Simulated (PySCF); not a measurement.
Species: B₂Cl₂H₆N₂.
Numbering: `[NH2:1][B@H-:2]([NH3+:3])[B:4]([Cl:5])[Cl:6]` (hydrogens: H7, H8 on N1; H9 on B2; H10, H11, H12 on N3)

Computed, not measured: PBE0-D3(BJ)/def2-SVP geometry optimisation, gas phase in PySCF.

Question: Give the optimised bond lengths and angles.

Answer: 
| bond | length (Å) |
| --- | --- |
| N1–B2 | 1.494 |
| B2–N3 | 1.681 |
| B2–B4 | 1.702 |
| B4–Cl5 | 1.762 |
| B4–Cl6 | 1.791 |
| N1–H7, N1–H8 | 1.014 |
| B2–H9 | 1.238 |
| N3–H10, N3–H11, N3–H12 | 1.021 |

Bonds in one row agree within 0.01 Å and their mean is given. A selection of angles:
| angle | degrees |
| --- | --- |
| B2–N1–H7 | 115.7 |
| H7–N1–H8 | 107.7 |
| N1–B2–N3 | 106.3 |
| N1–B2–B4 | 119.0 |
| N1–B2–H9 | 114.8 |
| N3–B2–B4 | 107.0 |
| N3–B2–H9 | 102.5 |
| B4–B2–H9 | 105.6 |
| B2–N3–H10 | 113.4 |
| B2–N3–H11 | 105.6 |
| B2–N3–H12 | 111.7 |
| H10–N3–H11 | 109.8 |
| H10–N3–H12 | 107.5 |
| B2–B4–Cl5 | 123.0 |
| B2–B4–Cl6 | 121.8 |
| Cl5–B4–Cl6 | 115.2 |

Dihedral angles: N1–B2–B4–Cl5 -48° (synclinal).

B2 (four-coordinate boron) is distorted tetrahedral (angles from 102.5° to 119.0°). Of the pairs four or more bonds apart, Cl6···H12 is among the closest relative to their van der Waals radii: 2.72 Å, 92 % of the sum of Bondi's values. The 2 B–N bonds span 1.494 Å (N1–B2, drawn single) to 1.681 Å (B2–N3, drawn single), a spread of 0.187 Å. N1 (boron-bound nitrogen) is pyramidal (angles 115.7°, 115.2° and 107.7°, sum 338.6°, 0.31 Å off the plane of its three neighbours). The B–Cl distances run from 1.762 Å (B4–Cl5, drawn single) to 1.791 Å (B4–Cl6, drawn single), a spread of 0.029 Å. B4 (three-coordinate boron) is planar (angles 123.0°, 121.8° and 115.2°, sum 360.0°, 0.02 Å off the plane of its three neighbours). N3 (nitrogen bonded to B and 3 H) is distorted tetrahedral (angles from 105.6° to 113.4°).

Point group: C1 (no symmetry element, even within 0.4 Å). Not checked by PBE0-D3(BJ)/def2-SVP frequencies. The numbers are those of one conformer (H–N1–B2–N3 122° and -111°, N1–B2–B4–Cl5 -48°).
